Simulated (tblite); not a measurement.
Record of a relaxation.

Compound: C₄H₁₅NSeSi₂.
Bonds: C1–N2, N2–C3, N2–C4, C4–C5, C5–Si6, Si6–Se7, Se7–Si8. Hydrogens: H9, H10, H11 on C1; H12, H13, H14 on C3; H15, H16 on C4; H17, H18 on C5; H19, H20 on Si6; H21, H22, H23 on Si8.

Computed with GFN2-xTB (tblite), gas phase: L-BFGS steps from a force-field or distance-geometry start until the largest atomic force falls under 0.01 eV/Å. 7 of its 76 geometries are shown.

Step 0: E = -702.4176 eV, largest atomic force 1.025 eV/Å
```
atom  x, y, z in Å  |  force x, y, z in eV/Å
C1      2.446   -0.794   -0.437   -0.579  -0.086  -0.151
N2      1.155   -0.327    0.121    0.866  -0.017   0.548
C3      1.060   -0.785    1.532   -0.643   0.151  -0.511
C4      1.048    1.149    0.024   -0.072  -0.307   0.798
C5     -0.418    1.579   -0.057   -0.109   0.560   0.168
Si6    -1.225    1.035   -1.678    0.245   0.053  -0.334
Se7    -1.365   -1.238   -1.827   -0.192   0.124   0.138
Si8    -2.914   -1.311   -0.151   -0.282  -0.249   0.125
H9      2.528   -1.899   -0.348   -0.159   0.752   0.067
H10     2.478   -0.548   -1.515   -0.016  -0.050   0.548
H11     3.298   -0.318    0.080   -0.101  -0.174  -0.157
H12     1.888   -0.396    2.148   -0.122  -0.086  -0.100
H13     1.049   -1.891    1.582    0.132   0.592  -0.230
H14     0.097   -0.446    1.973    0.623  -0.080  -0.320
H15     1.521    1.647    0.910   -0.119  -0.303  -0.329
H16     1.572    1.528   -0.858   -0.054  -0.302   0.014
H17    -0.458    2.693   -0.026    0.015  -0.724   0.160
H18    -1.008    1.190    0.791    0.419   0.275  -0.229
H19    -0.420    1.541   -2.795   -0.060  -0.160  -0.001
H20    -2.564    1.615   -1.755   -0.130  -0.011  -0.023
H21    -2.306   -0.933    1.128   -0.019  -0.001  -0.086
H22    -4.024   -0.390   -0.462    0.204  -0.104   0.022
H23    -3.442   -2.675   -0.034    0.153   0.150  -0.118
```

Step 12: E = -702.5868 eV, largest atomic force 0.206 eV/Å
```
atom  x, y, z in Å  |  force x, y, z in eV/Å
C1      2.422   -0.774   -0.429   -0.033   0.013  -0.016
N2      1.184   -0.297    0.148   -0.172  -0.048  -0.103
C3      1.051   -0.766    1.510   -0.043   0.021  -0.014
C4      1.058    1.146    0.052   -0.009   0.060   0.056
C5     -0.399    1.600   -0.047    0.015   0.011  -0.061
Si6    -1.199    1.060   -1.687   -0.027  -0.031  -0.038
Se7    -1.417   -1.211   -1.804   -0.034   0.031   0.077
Si8    -2.950   -1.347   -0.119    0.054  -0.012  -0.051
H9      2.461   -1.857   -0.326    0.021   0.000  -0.043
H10     2.443   -0.520   -1.486    0.012  -0.031  -0.042
H11     3.304   -0.336    0.061    0.091  -0.025   0.019
H12     1.870   -0.405    2.150    0.045  -0.010   0.074
H13     1.051   -1.855    1.514   -0.014   0.005   0.007
H14     0.110   -0.419    1.929   -0.040   0.006   0.020
H15     1.534    1.635    0.918    0.077   0.083   0.050
H16     1.587    1.475   -0.846   -0.021   0.036   0.027
H17    -0.426    2.689    0.021   -0.009  -0.079   0.027
H18    -0.973    1.208    0.795    0.085   0.079  -0.046
H19    -0.408    1.466   -2.846    0.013  -0.041   0.023
H20    -2.559    1.611   -1.775    0.047   0.029   0.001
H21    -2.318   -0.948    1.139   -0.045  -0.059  -0.004
H22    -4.019   -0.403   -0.447   -0.029  -0.048   0.046
H23    -3.411   -2.726   -0.082    0.016   0.009  -0.009
```

Step 25: E = -702.6192 eV, largest atomic force 0.097 eV/Å
```
atom  x, y, z in Å  |  force x, y, z in eV/Å
C1      2.393   -0.770   -0.452    0.006   0.015  -0.025
N2      1.177   -0.248    0.136    0.069   0.033   0.060
C3      1.012   -0.737    1.488   -0.015  -0.017   0.038
C4      1.101    1.204    0.069    0.015  -0.016  -0.015
C5     -0.353    1.655   -0.052    0.030  -0.011  -0.028
Si6    -1.147    1.067   -1.679   -0.014  -0.034   0.016
Se7    -1.428   -1.194   -1.740   -0.051   0.001   0.025
Si8    -2.980   -1.418   -0.093   -0.022  -0.028   0.043
H9      2.381   -1.857   -0.380    0.001   0.018   0.001
H10     2.419   -0.499   -1.505    0.018   0.008  -0.045
H11     3.308   -0.393    0.035   -0.060  -0.028   0.013
H12     1.828   -0.421    2.163    0.006  -0.017  -0.074
H13     0.974   -1.824    1.466    0.010  -0.030   0.015
H14     0.075   -0.375    1.905   -0.053   0.039  -0.004
H15     1.579    1.675    0.947   -0.022  -0.017  -0.010
H16     1.650    1.535   -0.817   -0.023   0.025   0.015
H17    -0.404    2.741   -0.006    0.054   0.039   0.028
H18    -0.916    1.272    0.800   -0.025   0.050  -0.025
H19    -0.331    1.340   -2.858    0.024   0.044   0.036
H20    -2.466    1.702   -1.793    0.008  -0.029  -0.025
H21    -2.393   -1.090    1.206    0.003  -0.005  -0.017
H22    -4.109   -0.521   -0.346    0.055  -0.021  -0.023
H23    -3.376   -2.816   -0.148   -0.014  -0.018   0.002
```

Step 38: E = -702.6325 eV, largest atomic force 0.043 eV/Å
```
atom  x, y, z in Å  |  force x, y, z in eV/Å
C1      2.373   -0.768   -0.475   -0.011   0.009  -0.003
N2      1.172   -0.222    0.122   -0.025  -0.008  -0.019
C3      0.983   -0.723    1.466   -0.014  -0.002  -0.011
C4      1.121    1.230    0.082    0.015   0.005  -0.004
C5     -0.322    1.710   -0.054    0.019   0.005   0.014
Si6    -1.115    1.066   -1.661    0.017   0.024   0.024
Se7    -1.452   -1.191   -1.696    0.011  -0.040   0.013
Si8    -3.003   -1.497   -0.057    0.008   0.008  -0.008
H9      2.322   -1.855   -0.436   -0.006   0.019   0.013
H10     2.424   -0.470   -1.521   -0.013   0.027   0.004
H11     3.293   -0.439    0.034   -0.004  -0.013   0.015
H12     1.810   -0.439    2.139    0.009  -0.041  -0.003
H13     0.907   -1.809    1.435    0.012  -0.001   0.012
H14     0.058   -0.327    1.880   -0.009  -0.002  -0.005
H15     1.594    1.675    0.976   -0.020   0.006   0.014
H16     1.685    1.577   -0.786    0.004  -0.001  -0.033
H17    -0.335    2.800   -0.049   -0.006  -0.015  -0.021
H18    -0.903    1.383    0.809    0.005   0.019  -0.002
H19    -0.246    1.314   -2.809   -0.022  -0.015   0.009
H20    -2.422    1.710   -1.838    0.003  -0.010   0.001
H21    -2.428   -1.196    1.252    0.014   0.001  -0.004
H22    -4.132   -0.605   -0.311   -0.004   0.008   0.000
H23    -3.387   -2.898   -0.155    0.016   0.016  -0.006
```

Step 50: E = -702.6366 eV, largest atomic force 0.042 eV/Å
```
atom  x, y, z in Å  |  force x, y, z in eV/Å
C1      2.354   -0.758   -0.480    0.002  -0.003  -0.008
N2      1.155   -0.211    0.115    0.009   0.011  -0.006
C3      0.964   -0.731    1.452   -0.010   0.011  -0.011
C4      1.125    1.243    0.089    0.015   0.012  -0.002
C5     -0.309    1.741   -0.054   -0.004  -0.004   0.001
Si6    -1.104    1.050   -1.640   -0.003  -0.031  -0.004
Se7    -1.427   -1.214   -1.667    0.006   0.041   0.004
Si8    -2.997   -1.510   -0.048    0.016  -0.001  -0.002
H9      2.284   -1.845   -0.471    0.006  -0.006  -0.001
H10     2.424   -0.430   -1.516    0.003   0.008  -0.006
H11     3.270   -0.457    0.054    0.007  -0.016  -0.003
H12     1.805   -0.479    2.120   -0.021  -0.021   0.009
H13     0.866   -1.815    1.404   -0.002   0.016  -0.002
H14     0.050   -0.322    1.878   -0.002  -0.001   0.012
H15     1.599    1.677    0.987   -0.005  -0.005   0.026
H16     1.696    1.586   -0.776    0.012   0.004  -0.021
H17    -0.307    2.830   -0.096   -0.003  -0.001  -0.003
H18    -0.887    1.461    0.827   -0.029  -0.005  -0.004
H19    -0.236    1.282   -2.791    0.005  -0.002  -0.015
H20    -2.411    1.685   -1.843   -0.007  -0.011   0.022
H21    -2.418   -1.224    1.263   -0.008   0.012   0.006
H22    -4.128   -0.619   -0.300    0.026  -0.001   0.002
H23    -3.372   -2.912   -0.163   -0.011  -0.006   0.007
```

Step 62: E = -702.6398 eV, largest atomic force 0.035 eV/Å
```
atom  x, y, z in Å  |  force x, y, z in eV/Å
C1      2.350   -0.752   -0.484    0.007  -0.006  -0.005
N2      1.153   -0.201    0.113    0.020   0.029  -0.003
C3      0.945   -0.739    1.440    0.001   0.011  -0.015
C4      1.126    1.253    0.099   -0.004   0.021  -0.003
C5     -0.306    1.754   -0.062   -0.008  -0.023  -0.007
Si6    -1.098    1.032   -1.635    0.003   0.019  -0.005
Se7    -1.387   -1.233   -1.651    0.005  -0.006   0.008
Si8    -2.966   -1.511   -0.040   -0.015  -0.004   0.017
H9      2.261   -1.837   -0.503    0.000  -0.012  -0.007
H10     2.434   -0.399   -1.510    0.008  -0.002  -0.003
H11     3.268   -0.485    0.064   -0.021   0.005   0.000
H12     1.788   -0.525    2.118   -0.022   0.000  -0.012
H13     0.820   -1.819    1.369   -0.009   0.010   0.003
H14     0.039   -0.315    1.870   -0.001  -0.003   0.008
H15     1.590    1.679    1.006   -0.005  -0.003   0.006
H16     1.705    1.602   -0.760    0.016  -0.008   0.017
H17    -0.300    2.843   -0.129    0.006  -0.029   0.011
H18    -0.897    1.495    0.817    0.012  -0.001   0.006
H19    -0.248    1.271   -2.799   -0.022   0.006   0.003
H20    -2.426    1.638   -1.802    0.013  -0.010  -0.015
H21    -2.406   -1.212    1.276    0.008  -0.011  -0.001
H22    -4.079   -0.604   -0.308   -0.005   0.010  -0.009
H23    -3.370   -2.906   -0.146    0.013   0.008   0.008
```

Step 75: E = -702.6413 eV, largest atomic force 0.008 eV/Å
```
atom  x, y, z in Å  |  force x, y, z in eV/Å
C1      2.346   -0.750   -0.490    0.003   0.003  -0.002
N2      1.154   -0.188    0.106   -0.001  -0.005  -0.004
C3      0.925   -0.738    1.424   -0.001   0.001  -0.002
C4      1.135    1.266    0.107    0.001  -0.008  -0.001
C5     -0.297    1.763   -0.066    0.002  -0.005   0.002
Si6    -1.089    1.023   -1.632   -0.001  -0.005  -0.001
Se7    -1.365   -1.246   -1.625    0.005   0.005  -0.003
Si8    -2.958   -1.516   -0.026    0.002   0.002   0.001
H9      2.239   -1.833   -0.529   -0.001   0.003   0.003
H10     2.446   -0.381   -1.509    0.005   0.002  -0.003
H11     3.263   -0.507    0.070   -0.001   0.001   0.006
H12     1.767   -0.549    2.111    0.001  -0.004  -0.004
H13     0.777   -1.814    1.339    0.000   0.003  -0.001
H14     0.027   -0.301    1.855   -0.005  -0.002  -0.004
H15     1.583    1.680    1.027   -0.001   0.004  -0.007
H16     1.729    1.621   -0.738    0.001   0.000   0.004
H17    -0.294    2.850   -0.142    0.000  -0.001   0.006
H18    -0.888    1.510    0.814   -0.006   0.002   0.003
H19    -0.258    1.264   -2.807    0.006  -0.001  -0.003
H20    -2.423    1.613   -1.801   -0.002   0.001  -0.002
H21    -2.402   -1.227    1.295    0.001   0.004   0.006
H22    -4.062   -0.602   -0.307   -0.005   0.001   0.005
H23    -3.361   -2.911   -0.132   -0.002  -0.003   0.001
```

**Question.** Summarise the path.

**Answer.** The energy falls by 21.58 kJ/mol from step 0 to step 75; nine tenths of that is first reached at step 25. It falls at every step. The largest force goes from 1.025 to 0.008 eV/Å. Among the bonds N2–C3 changes most, from 1.487 to 1.446 Å; the atoms move by 0.238 Å rms after alignment.

**Question.** Follow the three bonds and two angles with the largest change from start to end.

**Answer.** 
| step | E above end (kJ/mol) | largest force (eV/Å) | N2–C3 (Å) | C1–N2 (Å) | N2–C4 (Å) | Si6–Se7–Si8 (°) | Se7–Si6–H19 (°) |
| --- | --- | --- | --- | --- | --- | --- | --- |
| 0 | 21.58 | 1.025 | 1.487 | 1.482 | 1.483 | 91.5 | 109.1 |
| 3 | 9.79 | 0.281 | 1.451 | 1.451 | 1.464 | 92.7 | 109.5 |
| 7 | 6.46 | 0.152 | 1.448 | 1.451 | 1.455 | 94.1 | 108.8 |
| 10 | 5.83 | 0.107 | 1.447 | 1.448 | 1.455 | 94.4 | 108.0 |
| 13 | 4.85 | 0.169 | 1.446 | 1.446 | 1.452 | 95.4 | 105.8 |
| 16 | 4.07 | 0.116 | 1.449 | 1.449 | 1.456 | 96.5 | 104.5 |
| 20 | 3.26 | 0.126 | 1.449 | 1.449 | 1.454 | 97.4 | 103.7 |
| 23 | 2.48 | 0.116 | 1.446 | 1.447 | 1.453 | 98.5 | 103.1 |
| 26 | 1.97 | 0.107 | 1.447 | 1.448 | 1.456 | 99.9 | 103.7 |
| 29 | 1.57 | 0.085 | 1.447 | 1.446 | 1.453 | 101.4 | 104.0 |
| 33 | 1.18 | 0.065 | 1.447 | 1.447 | 1.454 | 102.0 | 104.6 |
| 36 | 0.97 | 0.086 | 1.447 | 1.448 | 1.455 | 102.3 | 104.6 |
| 39 | 0.82 | 0.040 | 1.447 | 1.448 | 1.453 | 103.0 | 103.9 |
| 42 | 0.73 | 0.068 | 1.447 | 1.447 | 1.454 | 103.0 | 103.6 |
| 46 | 0.59 | 0.055 | 1.447 | 1.447 | 1.455 | 102.7 | 103.6 |
| 49 | 0.48 | 0.042 | 1.447 | 1.447 | 1.454 | 102.7 | 103.4 |
| 52 | 0.40 | 0.052 | 1.447 | 1.447 | 1.455 | 102.5 | 103.5 |
| 55 | 0.33 | 0.038 | 1.447 | 1.447 | 1.454 | 102.6 | 103.4 |
| 59 | 0.22 | 0.042 | 1.447 | 1.447 | 1.454 | 102.4 | 103.1 |
| 62 | 0.15 | 0.035 | 1.447 | 1.447 | 1.455 | 101.8 | 103.3 |
| 65 | 0.07 | 0.029 | 1.446 | 1.446 | 1.454 | 101.8 | 103.4 |
| 68 | 0.03 | 0.028 | 1.446 | 1.446 | 1.454 | 101.9 | 103.4 |
| 72 | 0.01 | 0.017 | 1.447 | 1.446 | 1.454 | 101.8 | 103.6 |
| 75 | 0.00 | 0.008 | 1.446 | 1.446 | 1.454 | 101.8 | 103.6 |

The cost below is that of the whole relaxation. On one thread of an Arm Neoverse N1, no GPU, shared host with 64 logical CPUs at a one-minute load of 61, this took 1.5 s of wall time.
